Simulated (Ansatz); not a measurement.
**One elementary step**

Start structure (GaH$_{5}$O$_{3}$, singlet), relaxed at PBE0-D4/def2-TZVP:

```xyz
9
angstrom
Ga -0.2311 0.4057 0.4925
H -1.2111 1.6096 0.3618
O -0.8305 -1.3190 0.4519
O 1.3697 0.4671 1.3035
H -0.4240 0.3599 -2.2170
O 0.1736 -0.0420 -1.5786
H -0.3618 -1.8883 1.0654
H 1.6737 1.3500 1.5177
H -0.1585 -0.9431 -1.3973
```

The step: GaH₃O₂ ([OH][GaH][OH]) + H₂O → GaH₃O₃ ([OH][Ga]([OH])[OH]) + H₂; bonds formed: H2–H5; dative contacts that become bonds: Ga1–O6; bonds broken: Ga1–H2, H5–O6. Program: Ansatz 0.2.0. Basis: def2-TZVPP and def2-QZVPP. Cores are frozen in the correlated methods. Filled d shells of the heavier atoms are correlated. The def2 sets are not built for correlating such inner shells, so the correlated values are less sure here. Extrapolation: Hartree–Fock as exp(−7.88 √X), correlation as X^−2.97. Energies below are by CCSD(T) at an estimated basis limit (MP2 extrapolated from triple and quadruple zeta, plus CCSD(T) − MP2 in triple zeta).

**Question.** What are the electronic barrier and the energy of the step, from the start structure to the end structure? (To be estimated.)

**Answer.** Computed: Barrier 32.57 kcal/mol; step energy 6.13 kcal/mol (uphill); reverse barrier, their difference, 26.44 kcal/mol. Barrier and step energy count from the start structure, the reverse barrier from the end structure.

The saddle point: One imaginary mode of 1273i cm⁻¹.
| pair | start (Å) | saddle (Å) | end (Å) |
| --- | --- | --- | --- |
| Ga1–O6 | 2.16 | 1.93 | 1.78 |
| H2–H5 | 2.97 | 1.01 | 0.75 |
| Ga1–H2 | 1.56 | 1.83 | 2.78 |
| H5–O6 | 0.96 | 1.29 | 2.90 |

Zero-point energy (harmonic, PBE0-D4): ZPE is 37.25 kcal/mol at the start and 34.11 kcal/mol at the saddle, so the barrier goes from 32.57 to 29.43 kcal/mol.

First-order rate constant out of the start structure at 298 K by transition-state theory, with harmonic vibrational free energies alone and no tunnelling: ΔA‡ = 29.62 kcal/mol, so k = (kB T/h) exp(−ΔA‡/kB T) ≈ 10^-9 s⁻¹ (an order of magnitude at best: rotation, the number of equivalent paths and anharmonicity are left out).

T1 diagnostic: at most 0.015.

The step is the kind of ligand exchange by which a precursor binds to a hydroxyl group, or is hydrolysed, in atomic layer deposition of oxides.

Labels in which every atom is bracketed show which atoms are joined, not bond orders.

For scale, one of the runs: CCSD(T)/def2-TZVPP, 211 basis functions, launched by `ansatz run in.yaml --threads 4 --pin off --events-out ev --progress --plain --max-ram 9574MiB`. The run took 2.4 min on 4 CPU threads of an Intel Xeon (shared host), with 3.2 GiB of host memory at its peak.
